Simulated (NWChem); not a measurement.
System: C3H2FNS; SMILES Fc1nccs1

```xyz
8

F     -0.0054    -2.1063     0.0000
C     -0.1981    -0.7951     0.0000
N     -1.3562    -0.2412     0.0000
C     -1.2009     1.1339     0.0000
C      0.0785     1.6006     0.0000
S      1.1985     0.2618     0.0000
H     -2.0875     1.7569     0.0000
H      0.4280     2.6235     0.0000
```
Atoms are numbered in this order, from 1.

Level: B3LYP/6-31G* (spherical d) (NWChem), optimised geometry, unscaled harmonic frequencies. B3LYP is NWChem's, with the RPA form of VWN correlation.

List the harmonic frequencies with IR intensities, and the thermochemistry.


| frequency (cm⁻¹) | IR intensity (km/mol) |
|---|---|
| 276 | 0.1 |
| 385 | 0.3 |
| 522 | 0.4 |
| 569 | 4.1 |
| 586 | 25.5 |
| 709 | 2.5 |
| 727 | 29.9 |
| 750 | 15.8 |
| 877 | 1.4 |
| 893 | 1.9 |
| 1094 | 13.2 |
| 1195 | 120.5 |
| 1274 | 102.7 |
| 1353 | 10.2 |
| 1531 | 37.4 |
| 1623 | 160.2 |
| 3246 | 4.2 |
| 3285 | 1.5 |

The zero-point energy comes out as 29.9 kcal/mol and the thermal correction to the enthalpy at 298.15 K (with zero-point energy) is 33.4 kcal/mol. The heat capacity Cv comes out as 16.8 cal/(mol K), the entropy at 298.15 K and 1 atm (symmetry number 1) comes out as 71.8 cal/(mol K) and the dipole moment is 2.34 D.

Rigid rotor and harmonic oscillator.
